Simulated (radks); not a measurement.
Results of a calculation; reference values are marked as such.
Question: Species: Os LXIX. Configuration: [He] 2s2 2p4 (the NIST ground configuration). Level of theory: Dirac Kohn-Sham, LDA (Slater exchange, Perdew-Wang correlation), spin-unpolarised, spherical densities, finite nucleus; open shells are shared between the two j in proportion to 2j + 1; Fermi nuclear charge, rms radius 5.4126 fm (a radial shooting solver on a logarithmic mesh with Libxc functionals). Some entries of the table are withheld. Estimate them.

orbital,occ.,eigenvalue (eV),<r^2> (bohr^2)
1s1/2,2,-80663.24,0.0004324
2s1/2,2,-19118.38,(1)
2p1/2,1.33333,-18747.47,(2)
2p3/2,2.66667,-17117.14,(3)
3s1/2,0,-8029.048,(4)
3p1/2,0,-7905.398,0.02991
3p3/2,0,-7444.158,0.03403

Answer: 
(1) 2s1/2 <r^2> (bohr^2): 0.006250
(2) 2p1/2 <r^2> (bohr^2): 0.004396
(3) 2p3/2 <r^2> (bohr^2): 0.005469
(4) 3s1/2 <r^2> (bohr^2): 0.03393
